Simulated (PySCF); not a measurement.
**Spinor energies of Mn²⁺ (manganese, charge +2)**

Start: [Ar] 3d4 4p1; 3d5/2 filled at m_j = -1/2, +1/2, +3/2, +5/2; 4p3/2 filled at m_j = +3/2. Calculated with PySCF 2.14 in x2c-SVPall-2c with one added diffuse shell each of s, d type (6s5p4d1f, 48 functions): generalised Hartree-Fock with the X2C-1e Hamiltonian and a Gaussian nucleus; one run each with spin-orbit coupling (SO) switched off, then screened by Boettger's factors. This is a chosen level, not necessarily the ground level.

| spinor shell | electrons | ε, spin-free (eV) | ε, screened SO (eV) | weight of nominal j (screened SO) | rms radius, screened SO (bohr) |
| --- | --- | --- | --- | --- | --- |
| 1s1/2 | 2 | -6626.0 | -6626.0 | 1.000 | 0.0704 |
| 2s1/2 | 2 | -833.13 | -833.13 | 1.000 | 0.302 |
| 2p1/2 | 2 | -707.10 | -714.26 | 0.984 | 0.271 |
| 2p3/2 | 4 | -707.10 | -703.59 | 0.992 | 0.274 |
| 3s1/2 | 2 | -133.09 | -133.10 | 1.000 | 0.912 |
| 3p3/2 | 4 | -94.915 | -95.249 | 0.832 | 0.978 |
| 3p1/2 | 2 | -94.915 | -94.271 | 0.664 | 0.975 |
| 3d5/2 | 4 | -44.199 | -44.189 | 0.690 | 1.15 |
| 4p3/2 | 1 | -19.170 | -19.143 | 1.000 | 3.22 |

```
   quantity    spin-free  screened SO
E (hartree)  -1155.94501  -1155.95266
        M_J         11/2         11/2
       ⟨J²⟩       35.753       35.753
       ⟨L²⟩       12.003       12.008
       ⟨S²⟩        8.750        8.748
```

Each row is a mean over spinors that exchange with the open shell spreads, by up to 14.475 eV (3p3/2).

Rows whose weight is well below 1 are mixtures of j = l ± 1/2: exchange outweighs spin-orbit coupling there, and the label is only the starting occupation.

Without spin-orbit coupling the j labels of p, d and f shells carry no meaning; the spin-free column gives the mean over the occupied spinors of each nl shell.
